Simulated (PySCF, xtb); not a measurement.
BClI2. Atoms are numbered in the order given.

```xyz
4

B      0.0000     0.0000     0.6488
Cl     0.0000     0.0000     2.3924
I      0.0000     1.8475    -0.4143
I      0.0000    -1.8475    -0.4143
```
Charge 0, spin multiplicity 1.

Coordinates come from a r2SCAN-D4/def2-SVP optimisation. The def2 effective core potentials stand for the cores of I; spin–orbit coupling is left out.

Level of theory: C-PCM-PBE0/def2-SVP in PySCF 2.14.0.

The values are the electrostatic part of the solvation free energy, E(continuum) − E(gas) at the gas-phase geometry, in a cavity of scaled van der Waals radii (PySCF's table); cavitation and dispersion terms are not included. In vacuum the orbital gap is 5.34 eV. The dipole moment in vacuum is 0.04 D.

| solvent | ε | ΔG(elec) (kcal/mol) | dipole (D) | gap (eV) |
|---|---|---|---|---|
| water | 78.36 | -0.9 | 0.08 | 5.41 |
| tetrahydrofuran | 7.43 | -0.8 | 0.07 | 5.40 |
| acetone | 20.49 | -0.9 | 0.07 | 5.41 |

For comparison, GFN2-xTB/ALPB(water) (xtb, at the GFN2-xTB geometry, all terms of that model) gives -2.2 kcal/mol.
